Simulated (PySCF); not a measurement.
## Adding and removing an electron: PbCl

PBE0; basis Pb def2-SVP with ECP60, Cl def2-SVP; scalar-relativistic core potentials; PySCF 2.14. Neutral (UKS): doublet (π ↑), Re = 2.490 Å, ωe = 324 cm⁻¹, De = 3.69 eV, HOMO -4.74 eV, LUMO -3.02 eV.

PbCl⁺ (UKS): singlet (closed shell), Re = 2.389 Å, ωe = 388 cm⁻¹. The energies at the minima are -652.80714 hartree for PbCl and -652.55618 for PbCl⁺.

Question: Work out the adiabatic ionisation energy, without and with harmonic zero-point energies (1 hartree = 27.2114 eV, 1 eV = 8065.5 cm⁻¹), and the change of the bond length.

Answer: At PBE0: 0.25096 hartree = 6.829 eV between the minima; the zero-point term (388.0 − 324.0)/2 cm⁻¹ = +0.004 eV makes it 6.833 eV. Re changes by -10.1 pm against the neutral. The electron leaves a π orbital; in so polar a molecule the change of length follows mostly from the change of the ionic charges.

These are scalar-relativistic numbers at best; spin–orbit coupling would shift them, the dissociation energy most. States were picked by a PBE0 search and need not be the measured ground states.
